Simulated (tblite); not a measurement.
Compound: C6H15BO.
Numbering: `[CH3:1][CH2:2][CH2:3][C@H:4]([CH3:5])[BH:6][O:7][CH3:8]` (hydrogens: H9, H10, H11 on C1; H12, H13 on C2; H14, H15 on C3; H16 on C4; H17, H18, H19 on C5; H20 on B6; H21, H22, H23 on C8)

Computed with GFN2-xTB (tblite), gas phase: L-BFGS steps from a force-field or distance-geometry start until the largest atomic force falls under 0.01 eV/Å.

The end geometry, which sets the zero of energy:
```
atom  x, y, z in Å
C1     -2.3352   -1.8827    0.2011
C2     -0.9793   -1.1924    0.2885
C3     -1.1132    0.3281    0.2476
C4      0.2485    1.0426    0.2947
C5      0.0244    2.5588    0.3448
B6      1.1334    0.6390   -0.9864
O7      2.1845   -0.1676   -1.0139
C8      2.7658   -0.8666    0.0576
H9     -2.8323   -1.6279   -0.7324
H10    -2.9750   -1.5710    1.0241
H11    -2.2207   -2.9635    0.2457
H12    -0.4834   -1.4891    1.2165
H13    -0.3519   -1.5189   -0.5441
H14    -1.6324    0.6157   -0.6694
H15    -1.7263    0.6570    1.0923
H16     0.7305    0.7582    1.2380
H17     0.9749    3.0850    0.4011
H18    -0.4958    2.8927   -0.5497
H19    -0.5734    2.8334    1.2132
H20     0.8579    1.0743   -2.0434
H21     2.7272   -1.9353   -0.1666
H22     2.2554   -0.6805    1.0042
H23     3.8115   -0.5623    0.1432
```

Question: These geometries come from the run, each turned onto the end geometry. Order them by energy, lowest first.
A.
```
atom  x, y, z in Å
C1     -2.2992   -1.9091    0.2394
C2     -0.9626   -1.1798    0.3169
C3     -1.1128    0.3358    0.1987
C4      0.2431    1.0626    0.2827
C5      0.0192    2.5788    0.3656
B6      1.1586    0.6999   -0.9896
O7      2.1801   -0.1419   -1.0260
C8      2.7021   -0.9163    0.0228
H9     -2.7683   -1.7433   -0.7277
H10    -2.9734   -1.5469    1.0132
H11    -2.1604   -2.9809    0.3736
H12    -0.4848   -1.4170    1.2704
H13    -0.3079   -1.5373   -0.4800
H14    -1.5867    0.5798   -0.7545
H15    -1.7688    0.6896    1.0001
H16     0.7131    0.7566    1.2254
H17     0.9709    3.1054    0.4152
H18    -0.5118    2.9299   -0.5164
H19    -0.5634    2.8420    1.2487
H20     0.9475    1.2039   -2.0305
H21     2.6966   -1.9621   -0.2922
H22     2.1290   -0.8136    0.9454
H23     3.7349   -0.6091    0.2053
```
B.
```
atom  x, y, z in Å
C1     -2.2610   -1.8834    0.3013
C2     -0.9372   -1.1235    0.4173
C3     -1.1373    0.3679    0.1597
C4      0.1605    1.1597    0.3784
C5     -0.1445    2.6614    0.3065
B6      1.2423    0.7899   -0.7302
O7      2.2880    0.0146   -0.7144
C8      2.8100   -1.1230   -0.1263
H9     -2.6744   -1.7643   -0.7073
H10    -2.9746   -1.4849    1.0315
H11    -2.1099   -2.9503    0.5006
H12    -0.5313   -1.2699    1.4269
H13    -0.2260   -1.5229   -0.3150
H14    -1.4986    0.5225   -0.8609
H15    -1.9299    0.7452    0.8083
H16     0.5484    0.9287    1.3718
H17     0.7575    3.2444    0.4783
H18    -0.5452    2.9217   -0.6733
H19    -0.8785    2.9493    1.0557
H20     1.0834    1.2129   -1.7857
H21     2.8035   -1.8540   -0.9348
H22     2.2813   -1.5134    0.7647
H23     3.8686   -1.0018    0.1537
```
C.
```
atom  x, y, z in Å
C1     -2.2763   -1.9037    0.2602
C2     -0.9391   -1.1774    0.3345
C3     -1.0947    0.3322    0.1691
C4      0.2484    1.0743    0.2840
C5      0.0035    2.5849    0.3762
B6      1.1739    0.7301   -0.9844
O7      2.1783   -0.1327   -1.0372
C8      2.6670   -0.9457    0.0005
H9     -2.7297   -1.7651   -0.7188
H10    -2.9605   -1.5163    1.0126
H11    -2.1416   -2.9695    0.4332
H12    -0.4732   -1.3874    1.3004
H13    -0.2750   -1.5596   -0.4433
H14    -1.5346    0.5412   -0.8080
H15    -1.7819    0.7071    0.9331
H16     0.7035    0.7672    1.2333
H17     0.9526    3.1128    0.4387
H18    -0.5262    2.9398   -0.5045
H19    -0.5895    2.8301    1.2564
H20     0.9611    1.2657   -2.0096
H21     2.6860   -1.9788   -0.3542
H22     2.0537   -0.8833    0.9006
H23     3.6893   -0.6389    0.2339
```
D.
```
atom  x, y, z in Å
C1     -2.2609   -1.8917    0.2848
C2     -0.9199   -1.1737    0.3706
C3     -1.0663    0.3278    0.1469
C4      0.2662    1.0899    0.2707
C5     -0.0343    2.5898    0.3832
B6      1.2082    0.7653   -0.9901
O7      2.1804   -0.1320   -1.0500
C8      2.6364   -0.9874   -0.0331
H9     -2.6964   -1.7685   -0.7041
H10    -2.9598   -1.4901    1.0158
H11    -2.1376   -2.9555    0.4753
H12    -0.4865   -1.3463    1.3596
H13    -0.2411   -1.5930   -0.3744
H14    -1.4893    0.5103   -0.8436
H15    -1.7716    0.7209    0.8848
H16     0.7329    0.7874    1.2162
H17     0.8839    3.1622    0.5005
H18    -0.5426    2.9448   -0.5110
H19    -0.6753    2.7894    1.2431
H20     1.0487    1.3386   -2.0039
H21     2.6921   -2.0008   -0.4382
H22     1.9855   -0.9836    0.8428
H23     3.6427   -0.6766    0.2608
```
E.
```
atom  x, y, z in Å
C1     -2.2754   -1.8987    0.3105
C2     -0.9440   -1.1522    0.4194
C3     -1.1042    0.3433    0.1540
C4      0.1895    1.1399    0.3737
C5     -0.1081    2.6437    0.3076
B6      1.2978    0.8035   -0.7216
O7      2.5207    0.3399   -0.3519
C8      2.7654   -1.0252   -0.1545
H9     -2.7094   -1.7851   -0.6832
H10    -2.9971   -1.5176    1.0331
H11    -2.1361   -2.9625    0.5033
H12    -0.5365   -1.2945    1.4244
H13    -0.2313   -1.5681   -0.2987
H14    -1.4475    0.4890   -0.8707
H15    -1.8659    0.7376    0.8276
H16     0.5379    0.9147    1.3885
H17     0.8071    3.2110    0.4621
H18    -0.5060    2.9104   -0.6690
H19    -0.8344    2.9161    1.0704
H20     1.0997    0.9191   -1.8839
H21     2.5331   -1.5771   -1.0800
H22     2.1173   -1.4181    0.6439
H23     3.8225   -1.1422    0.1015
```

Answer: A (0.005 eV), C (0.009 eV), D (0.016 eV), B (0.421 eV), E (0.790 eV).

In the order of the answer:

```
step  E above end (eV)  largest force (eV/Å)  rms force component (eV/Å)  rms distance from end (Å)  rms bond change (Å)  bond most changed (Å)
  86             0.005                  0.05                       0.017                      0.092                0.001           C3–C4 +0.002
  75             0.009                  0.04                       0.013                      0.139                0.000           C4–B6 -0.001
  59             0.016                  0.06                       0.017                      0.197                0.001           C2–C3 -0.002
  17             0.421                  1.08                       0.234                      0.357                0.011          B6–H20 -0.028
   8             0.790                  0.28                       0.079                      0.414                0.009           B6–O7 +0.034
```

What follows is the cost of the whole relaxation. Time: 1.3 s wall. Hardware: Arm Neoverse N1, one thread, no GPU, shared host with 64 logical CPUs at a one-minute load of 60.
